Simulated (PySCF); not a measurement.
Sb(iPr)2 (C₆H₁₄Sb), SMILES C[CH](C)[Sb][CH](C)C, multiplicity 2. Geometry: PBE0-D3(BJ)/def2-SVP. The multiplicity is an assumed one; other spin states were not compared. The isomer is the one that the SMILES or the coordinates give; other isomers of the formula were not compared. The def2 effective core potentials stand for the cores of Sb; spin–orbit coupling is left out. One conformer was computed; it need not be the lowest.

Computed equilibrium geometry at PBE0-D3(BJ)/def2-SVP (PySCF confirms it by a frequency run) as Cartesian coordinates in Å (one conformer of several):
```xyz
21

Sb     0.7226    -0.2598    -0.0600
C     -0.6206    -0.2442     1.6942
C      0.0102    -1.0180     2.8420
C     -2.0139    -0.7516     1.3527
H     -0.6831     0.8244     1.9668
H     -0.6250    -0.9717     3.7443
H      0.1352    -2.0843     2.5896
H      1.0017    -0.6241     3.1151
H     -2.4969    -0.1535     0.5653
H     -2.6705    -0.7134     2.2408
H     -1.9910    -1.7997     1.0110
C     -0.5297     1.1062    -1.2690
C     -1.3798     0.3302    -2.2662
C      0.3341     2.1565    -1.9531
H     -1.1880     1.5996    -0.5332
H     -2.0238     1.0150    -2.8476
H     -0.7533    -0.2178    -2.9894
H     -2.0362    -0.4056    -1.7769
H      0.9084     2.7588    -1.2324
H     -0.2886     2.8505    -2.5458
H      1.0558     1.6973    -2.6494
```
Charge 0, spin multiplicity 2.
